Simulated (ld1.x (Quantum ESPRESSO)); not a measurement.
**Cutoff test, zirconium, RRKJ**

```
Element                 : zirconium
Generator               : ld1.x (Quantum ESPRESSO) 7.5
Type                    : norm-conserving RRKJ (Kleinman–Bylander form)
Functional              : PBEsol
Relativity              : scalar-relativistic
Frozen core             : [Ar] 3d10 4s2
Valence charge          : 10
Reference configuration : 4p6 4d3 5s1 5p0
Partial waves           : 4p (bound): rc 2.35 bohr; 4d (bound): rc 2.00 bohr; 5s (bound): rc 2.70 bohr
Local potential         : the s channel
Core correction         : Bessel-smoothed model core inside 1.55 bohr
```

The pseudo-atom Hamiltonian at the reference potential is diagonalised in spherical Bessel functions j_l(qr) that vanish at 20 bohr, with q² up to the cutoff. All-electron valence levels (Ry): 4p -2.2403, 5p -0.0849, 4d -0.1724, 5s -0.2844.

How do the lowest levels (Ry) of each channel move with the cutoff, and are there ghosts?

```
cutoff (Ry)     p #1     p #2     d #1     s #1    f #1    f #2  Σ f·Δε (mRy)
          8  -1.8011  -0.0575   0.0130  -0.2826  0.0987  0.2165        3193.3
         10  -2.0313  -0.0601  -0.0127  -0.2837  0.0987  0.2165        1734.2
         15  -2.2247  -0.0614  -0.1035  -0.2840  0.0987  0.2165         301.2
         18  -2.2366  -0.0616  -0.1483  -0.2842  0.0987  0.2165          95.3
         25  -2.2403  -0.0617  -0.1690  -0.2844  0.0987  0.2165          10.5
         30  -2.2403  -0.0617  -0.1720  -0.2844  0.0987  0.2165           1.4
         40  -2.2403  -0.0617  -0.1724  -0.2844  0.0987  0.2165           0.1
         45  -2.2403  -0.0617  -0.1724  -0.2844  0.0987  0.2165           0.1
        400  -2.2403  -0.0617  -0.1724  -0.2844  0.0987  0.2165           0.0
```

Result: no extra level below or beside the all-electron valence levels (p, d, s, f tested); 10 mRy is reached at 30 Ry and 1 mRy at 35 Ry.

Its largest configuration-test error is -1144 meV.
